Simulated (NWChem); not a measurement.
System: C2H9N2 cation; SMILES NCC[NH3+]

Here is an NWChem input.

```
start job
memory heap 200 mb stack 900 mb global 1100 mb
charge 1
geometry units angstroms noautosym nocenter noautoz
  N     -0.218815    -1.900391    -0.022142
  C      0.491308    -0.655142    -0.056583
  C     -0.535296     0.468554     0.048128
  N      0.111965     1.824958     0.016615
  H     -0.481653    -2.234644    -0.945140
  H      0.301248    -2.636521     0.444274
  H      1.170607    -0.598021     0.810971
  H      1.123632    -0.496101    -0.957293
  H     -1.249297     0.438636    -0.787305
  H     -1.098907     0.390720     0.987474
  H     -0.578846     2.584318     0.070457
  H      0.764622     1.951540     0.801942
  H      0.654658     1.965886    -0.846262
end
basis spherical
  * library def2-svp
end
dft
  xc xpbe96 cpbe96
  iterations 150
end
cosmo
  do_cosmo_smd true
  solvent water
end
task dft energy
```

Excerpt of the output:

```
             Northwest Computational Chemistry Package (NWChem) 7.3.0
             --------------------------------------------------------

                             Geometry "geometry" -> ""
                             -------------------------

 Output coordinates in angstroms (scale by  1.889725989 to convert to a.u.)

  No.       Tag          Charge          X              Y              Z
 ---- ---------------- ---------- -------------- -------------- --------------
    1 N                    7.0000    -0.21881500    -1.90039100    -0.02214200
    2 C                    6.0000     0.49130800    -0.65514200    -0.05658300
    3 C                    6.0000    -0.53529600     0.46855400     0.04812800
    4 N                    7.0000     0.11196500     1.82495800     0.01661500
    5 H                    1.0000    -0.48165300    -2.23464400    -0.94514000
    6 H                    1.0000     0.30124800    -2.63652100     0.44427400
    7 H                    1.0000     1.17060700    -0.59802100     0.81097100
    8 H                    1.0000     1.12363200    -0.49610100    -0.95729300
    9 H                    1.0000    -1.24929700     0.43863600    -0.78730500
   10 H                    1.0000    -1.09890700     0.39072000     0.98747400
   11 H                    1.0000    -0.57884600     2.58431800     0.07045700
   12 H                    1.0000     0.76462200     1.95154000     0.80194200
   13 H                    1.0000     0.65465800     1.96588600    -0.84626200

 Effective nuclear repulsion energy (a.u.)     140.1741755669

  pbe96 is a nonlocal functional; adding pw91lda local functional.

                                 NWChem DFT Module
                                 -----------------

 Summary of "ao basis" -> "ao basis" (spherical)
 ------------------------------------------------------------------------------
       Tag                 Description            Shells   Functions and Types
 ---------------- ------------------------------  ------  ---------------------
 N                          def2-svp                 6       14   3s2p1d
 C                          def2-svp                 6       14   3s2p1d
 H                          def2-svp                 3        5   2s1p

 in cosmo_initialize ...
 calling solv_data for solv:h2o

 solvent parameters
 solvname_short: h2o
 solvname_long:  water
 dielec:       78.4000
 dielecinf:     1.7769
 aqueous SMD model solvent descriptors
 dielec:       78.4000
 sola:          0.8200

          ---------------
          -cosmo- solvent
          ---------------
 Cosmo: York-Karplus, doi: 10.1021/jp992097l
 dielectric constant -eps-     =  78.40
 screen = (eps-1)/(eps    )    =   0.98724
 surface charge correction     = lagrangian

   van der Waals surface
 --------------------------

[...]

                                COSMO-SMD solvation results
                                ---------------------------

             internal energy in gas <Psi(g)|H|Psi(g)> =      -190.489066713721
         internal energy in solvent <Psi(s)|H|Psi(s)> =      -190.484982736229
                               delta internal energy  =         0.004083977493 (    2.56 kcal/mol)
   total free energy in solvent <Psi(s)|H+V/2|Psi(s)> =      -190.606357353103
 polarization energy contribution <Psi(s)|V/2|Psi(s)> =        -0.121374616874 (  -76.16 kcal/mol)
    total free energy in solvent including G(SMD-CDS) =      -190.602386009142
                       G(SMD-CDS) energy contribution =         0.003971343961 (    2.49 kcal/mol)
     1 M fixed-concentration free energy of solvation =        -0.113319295421 (  -71.11 kcal/mol)

                       DFT Final Molecular Orbital Analysis
                       ------------------------------------

 Vector   15  Occ=2.000000D+00  E=-3.462523D-01
              MO Center= -1.5D-01, -1.2D-01,  1.0D-01, r^2= 2.4D+00
   Bfn.  Coefficient  Atom+Function         Bfn.  Coefficient  Atom+Function
  ----- ------------  ---------------      ----- ------------  ---------------
    32      0.307063   3 C  px               82     -0.254302  10 H  s
    18     -0.249416   2 C  px               19      0.245108   2 C  py
    34     -0.191666   3 C  pz               33     -0.170652   3 C  py
     6     -0.145644   1 N  pz               35      0.130955   3 C  px
    72     -0.128884   8 H  s                87      0.109418  11 H  s

 Vector   16  Occ=2.000000D+00  E=-3.057705D-01
              MO Center=  2.2D-01, -4.7D-01,  4.1D-02, r^2= 2.6D+00
   Bfn.  Coefficient  Atom+Function         Bfn.  Coefficient  Atom+Function
  ----- ------------  ---------------      ----- ------------  ---------------
    20      0.330323   2 C  pz               67      0.322175   7 H  s
    34     -0.225820   3 C  pz               77      0.222141   9 H  s
    72     -0.206808   8 H  s                82     -0.173300  10 H  s
    68      0.171449   7 H  s                57      0.148184   5 H  s
    62     -0.135699   6 H  s                78      0.135438   9 H  s

 Vector   17  Occ=2.000000D+00  E=-1.950987D-01
              MO Center= -2.3D-01, -1.6D+00, -1.9D-03, r^2= 1.5D+00
   Bfn.  Coefficient  Atom+Function         Bfn.  Coefficient  Atom+Function
  ----- ------------  ---------------      ----- ------------  ---------------
     4      0.444875   1 N  px                7     -0.360164   1 N  px
    31     -0.309273   3 C  s                 6     -0.285383   1 N  pz
     3      0.280405   1 N  s                 9      0.233260   1 N  pz
    72      0.183444   8 H  s                73      0.138435   8 H  s
     2      0.135069   1 N  s                35     -0.126163   3 C  px

 Vector   18  Occ=0.000000D+00  E= 1.101496D-02
              MO Center=  1.8D-01,  1.8D+00, -6.3D-04, r^2= 4.4D+00
   Bfn.  Coefficient  Atom+Function         Bfn.  Coefficient  Atom+Function
  ----- ------------  ---------------      ----- ------------  ---------------
    45      1.219293   4 N  s                31      0.611741   3 C  s
    88     -0.606297  11 H  s                98     -0.592261  13 H  s
    93     -0.585686  12 H  s                78     -0.381436   9 H  s
    83     -0.362594  10 H  s                17      0.340997   2 C  s
    44      0.328496   4 N  s                73     -0.263409   8 H  s

 Vector   19  Occ=0.000000D+00  E= 3.754754D-02
              MO Center=  2.5D-01, -1.4D+00, -1.9D-01, r^2= 5.5D+00
   Bfn.  Coefficient  Atom+Function         Bfn.  Coefficient  Atom+Function
  ----- ------------  ---------------      ----- ------------  ---------------
    17      1.129246   2 C  s                 3      1.023695   1 N  s
    68     -0.708093   7 H  s                63     -0.701180   6 H  s
    73     -0.687123   8 H  s                58     -0.655507   5 H  s
    31      0.396370   3 C  s                21      0.363876   2 C  px
    78     -0.348076   9 H  s                22      0.325857   2 C  py

 Vector   20  Occ=0.000000D+00  E= 5.804537D-02
              MO Center=  3.5D-01,  4.8D-01,  8.0D-02, r^2= 6.1D+00
   Bfn.  Coefficient  Atom+Function         Bfn.  Coefficient  Atom+Function
  ----- ------------  ---------------      ----- ------------  ---------------
    68      0.809995   7 H  s                93      0.746822  12 H  s
    78     -0.692498   9 H  s                98     -0.610442  13 H  s
    83      0.600375  10 H  s                73     -0.557653   8 H  s
    23     -0.492143   2 C  pz               37     -0.435303   3 C  pz
    58     -0.396615   5 H  s                51     -0.372558   4 N  pz

     Multipole analysis of the density
     ---------------------------------

     L   x y z        total         alpha         beta         nuclear
     -   - - -        -----         -----         ----         -------
     0   0 0 0      1.000000    -17.000000    -17.000000     35.000000

     1   1 0 0      0.623869      0.695373      0.695373     -0.766877
     1   0 1 0      2.787335      1.659879      1.659879     -0.532423
     1   0 0 1     -0.260078      0.352126      0.352126     -0.964329

     2   2 0 0    -17.302065    -27.689628    -27.689628     38.077191
     2   1 1 0     -0.743370     -0.792182     -0.792182      0.840994
     2   1 0 1      1.049256      0.336907      0.336907      0.375442
     2   0 2 0     -2.171520   -143.449504   -143.449504    284.727487
     2   0 1 1      1.152620     -2.850322     -2.850322      6.853265
     2   0 0 2    -15.939540    -18.080191    -18.080191     20.220842
```

Level: PBE/def2-SVP, SMD on the gas-phase geometry. Coordinates come from a PBE0/def2-SVP optimisation. Solvent: water.
